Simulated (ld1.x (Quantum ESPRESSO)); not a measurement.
u(r) = r·R(r): atom against pseudo-atom (Cr (Z = 24))

Columns: radius, all-electron u(r) and pseudo u(r) of the 3p shell (level -45.01 eV) of chromium in the configuration [Ne] 3s2 3p6 3d5 4s1 4p0; LDA (PZ), non-relativistic, TM scheme, ld1.x (Quantum ESPRESSO) 7.5.

```json
{"r (bohr)": "0.082", "all-electron": "0.3877", "pseudo": "-0.0309"}
{"r (bohr)": "0.165", "all-electron": "0.5651", "pseudo": "-0.1212"}
{"r (bohr)": "0.248", "all-electron": "0.3643", "pseudo": "-0.2596"}
{"r (bohr)": "0.330", "all-electron": "0.0046", "pseudo": "-0.4266"}
{"r (bohr)": "0.413", "all-electron": "-0.3674", "pseudo": "-0.6058"}
{"r (bohr)": "0.495", "all-electron": "-0.6697", "pseudo": "-0.7723"}
{"r (bohr)": "0.578", "all-electron": "-0.8870", "pseudo": "-0.9123"}
{"r (bohr)": "0.660", "all-electron": "-1.0181", "pseudo": "-1.0109"}
{"r (bohr)": "0.742", "all-electron": "-1.0799", "pseudo": "-1.0653"}
{"r (bohr)": "0.825", "all-electron": "-1.0891", "pseudo": "-1.0778"}
{"r (bohr)": "0.908", "all-electron": "-1.0605", "pseudo": "-1.0545"}
{"r (bohr)": "0.990", "all-electron": "-1.0079", "pseudo": "-1.0056"}
{"r (bohr)": "1.072", "all-electron": "-0.9409", "pseudo": "-0.9403"}
{"r (bohr)": "1.155", "all-electron": "-0.8656", "pseudo": "-0.8655"}
{"r (bohr)": "1.238", "all-electron": "-0.7877", "pseudo": "-0.7877"}
{"r (bohr)": "1.320", "all-electron": "-0.7118", "pseudo": "-0.7118"}
{"r (bohr)": "1.402", "all-electron": "-0.6390", "pseudo": "-0.6390"}
{"r (bohr)": "1.485", "all-electron": "-0.5697", "pseudo": "-0.5697"}
{"r (bohr)": "1.568", "all-electron": "-0.5058", "pseudo": "-0.5058"}
{"r (bohr)": "1.650", "all-electron": "-0.4480", "pseudo": "-0.4480"}
{"r (bohr)": "1.733", "all-electron": "-0.3950", "pseudo": "-0.3950"}
{"r (bohr)": "1.815", "all-electron": "-0.3479", "pseudo": "-0.3479"}
{"r (bohr)": "1.898", "all-electron": "-0.3054", "pseudo": "-0.3054"}
{"r (bohr)": "1.980", "all-electron": "-0.2679", "pseudo": "-0.2679"}
{"r (bohr)": "2.062", "all-electron": "-0.2346", "pseudo": "-0.2346"}
{"r (bohr)": "2.145", "all-electron": "-0.2049", "pseudo": "-0.2049"}
```

Task: How many radial nodes do the two functions have?

Result: The all-electron 3p function has n − l − 1 = 1; the pseudo-wave has 0, since the states of the same l below it are removed with the core.

Task: At about which radius was the pseudo-wave matched?

Result: 1.30 bohr. The columns agree to 0.0005 from 1.16 bohr on; several derivatives are matched, so the curves merge somewhat inside the radius.

Task: Where does each function peak?

Result: Outermost all-electron maximum near 0.82 bohr, pseudo maximum near 0.82 bohr (to the table’s step).

Task: Is the pseudo-wave norm-conserving?

Result: Yes: the TM scheme keeps the norm inside the radius equal to the all-electron one, which fixes the energy derivative of the logarithmic derivative at the level.
